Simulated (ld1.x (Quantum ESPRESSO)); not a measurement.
**u(r) = r·R(r): atom against pseudo-atom (Mg)**

Columns: radius, all-electron u(r) and pseudo u(r) of the 2p shell (level -46.75 eV) of magnesium in the configuration [He] 2s2 2p6 3s2 3p0; PW91, scalar-relativistic, PAW scheme, ld1.x (Quantum ESPRESSO) 7.5.

| r (bohr) | all-electron | pseudo |
| --- | --- | --- |
| 0.110 | 0.3450 | 0.0378 |
| 0.220 | 0.7825 | 0.1433 |
| 0.330 | 1.0466 | 0.2944 |
| 0.440 | 1.1460 | 0.4606 |
| 0.550 | 1.1347 | 0.6099 |
| 0.660 | 1.0611 | 0.7165 |
| 0.770 | 0.9582 | 0.7664 |
| 0.880 | 0.8454 | 0.7588 |
| 0.990 | 0.7341 | 0.7054 |
| 1.100 | 0.6302 | 0.6247 |
| 1.210 | 0.5362 | 0.5360 |
| 1.320 | 0.4533 | 0.4533 |
| 1.430 | 0.3813 | 0.3813 |
| 1.540 | 0.3194 | 0.3194 |
| 1.650 | 0.2667 | 0.2667 |
| 1.760 | 0.2221 | 0.2221 |
| 1.870 | 0.1847 | 0.1847 |
| 1.980 | 0.1535 | 0.1535 |
| 2.090 | 0.1274 | 0.1274 |
| 2.200 | 0.1056 | 0.1056 |
| 2.310 | 0.0875 | 0.0875 |
| 2.420 | 0.0724 | 0.0724 |
| 2.530 | 0.0598 | 0.0598 |
| 2.640 | 0.0494 | 0.0494 |
| 2.750 | 0.0408 | 0.0408 |
| 2.860 | 0.0337 | 0.0337 |

Problem. How many radial nodes do the two functions have?

Solution. The all-electron 2p function has n − l − 1 = 0; the pseudo-wave has 0.

Problem. At about which radius was the pseudo-wave matched?

Solution. 1.35 bohr. The columns agree to 0.0005 from 1.21 bohr on; several derivatives are matched, so the curves merge somewhat inside the radius.

Problem. Where does each function peak?

Solution. Outermost all-electron maximum near 0.44 bohr, pseudo maximum near 0.77 bohr (to the table’s step).

Problem. Is the pseudo-wave norm-conserving?

Solution. No, it belongs to a PAW set: the norm inside the radius is not constrained, and the difference is carried by the augmentation charge.
